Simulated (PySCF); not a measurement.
This PySCF input asks for the NMR shieldings of Al2Cl4H2; the geometry comes from PBE0-D3(BJ)/def2-SVP.

```python
import basis_set_exchange as bse
import numpy as np
from pyscf import gto, dft
from pyscf.prop import nmr

atoms = """
Al   -0.696258   -0.480419    0.941680
Cl   -1.547053   -2.368223    0.704882
Cl   -0.938669    0.692388    2.646512
H     0.967562   -0.502600    0.458670
Al    0.732961    0.459179   -0.963736
Cl    0.966117   -0.713301   -2.669622
Cl    1.584652    2.345897   -0.723093
H    -0.931083    0.481399   -0.478995
"""
names = {"Al": "pcSseg-2", "Cl": "pcSseg-1", "H": "pcSseg-1"}
basis = {el: gto.basis.parse(bse.get_basis(n, elements=[el], fmt="nwchem")) for el, n in names.items()}
mol = gto.M(atom=atoms, basis=basis, charge=0, verbose=0)
mf = dft.RKS(mol, xc="B3LYP")
mf.grids.level = 2
mf.grids.alignment = dft.numint.BLKSIZE   # the property module wants whole blocks of grid points
mf.conv_tol = 1e-9
mf.kernel()

calc = nmr.RKS(mf)   # GIAO
C = mf.mo_coeff
Co = C[:, mf.mo_occ > 0]
resp = mf.gen_response(singlet=True, hermi=2)
def vind(x):   # induced exchange potential for any number of trial vectors
    d = np.einsum("pi,xij,qj->xpq", C, 2 * x.reshape(-1, C.shape[1], Co.shape[1]), Co, optimize=True)
    return np.einsum("xpq,pi,qj->xij", resp(d - d.transpose(0, 2, 1)), C, Co, optimize=True).ravel()
mo1, _ = nmr.rhf.solve_mo1(calc, with_cphf=vind)
sigma = calc.kernel(mo1)
for i, s in enumerate(sigma):   # ppm
    print("%2d %-2s %9.2f" % (i, mol.atom_pure_symbol(i), np.trace(s) / 3))
```

Task: Give the expected output.

Result: 
```
 0 Al    458.85
 1 Cl    971.78
 2 Cl    970.98
 3 H      26.46
 4 Al    458.89
 5 Cl    971.04
 6 Cl    971.84
 7 H      26.46
```

These numbers come from an equivalent density-fitted implementation of the same equations, which agrees with the script to about 0.01 ppm for H and up to a few tenths of a ppm for heavy atoms, so last digits may differ.

Size and cost of the density-fitted run: 192 basis functions, 59 s wall time on 1 thread of an AMD EPYC, shared host; peak memory 1.1 GiB.
